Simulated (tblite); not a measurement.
C₅H₁₄Si₂.
Structure used (GFN2-xTB), in Å, numbered top down from 1:
```xyz
21
C5H14Si2 angstrom
C      3.413    1.331    0.133
C      2.269    0.830   -0.302
Si     1.153   -0.286    0.725
C     -0.220   -0.996   -0.391
C     -1.011   -2.068    0.359
Si    -1.398    0.305   -1.147
C     -2.392    1.175    0.213
H      4.043    1.969   -0.469
H      3.777    1.120    1.126
H      1.954    1.075   -1.310
H      1.953   -1.387    1.290
H      0.573    0.467    1.849
H      0.277   -1.488   -1.235
H     -1.498   -1.646    1.236
H     -0.357   -2.870    0.699
H     -1.780   -2.509   -0.275
H     -2.325   -0.379   -2.065
H     -0.640    1.302   -1.917
H     -1.746    1.760    0.860
H     -3.128    1.850   -0.214
H     -2.927    0.462    0.834
```

Level: GFN2-xTB in tblite, geometry and Hessian alike; calculated harmonic values, unscaled, isolated species. Against measured fundamentals such values can be off by several per cent, at times by over 20. Modes of hydrogen on silicon can be 10 to 20 % off. One conformer, not necessarily the lowest. The optimisation stopped once no atom felt more than 0.01 eV/Å.

Lowest wavenumbers of the output (negative numbers stand for imaginary wavenumbers):
```
mode    cm-1
  1     -31.6
  2      23.2
  3      70.5
  4      99.9
  5     121.2
  6     144.2
  7     200.2
  8     229.2
  9     260.8
 10     312.1
 11     331.6
 12     402.9
 13     464.6
 14     503.8
 15     573.3
```

Problem. Is this structure a minimum?

Solution. Not by this Hessian. 1 mode is imaginary beyond 20i (32i cm⁻¹), so at this level the point lies at or near a first-order saddle. The curvature is small, so loose convergence or finite differences may be the whole cause.

Problem. Which atoms move in the imaginary mode?

Solution. 32i: C1 (terminal =CH2 carbon) 28 %, H9 (vinylic hydrogen) 21 %, C2 (alkene CH carbon) 18 %, H10 (vinylic hydrogen) 18 %. These are shares of the mass-weighted motion.

Problem. What is the remedy?

Solution. Step along that mode in both directions, optimise again with tighter thresholds and repeat the frequencies. The zero-point energy of this point (103.8 kcal/mol) counts the 56 real modes alone, and thermal corrections from it aren't those of a minimum.
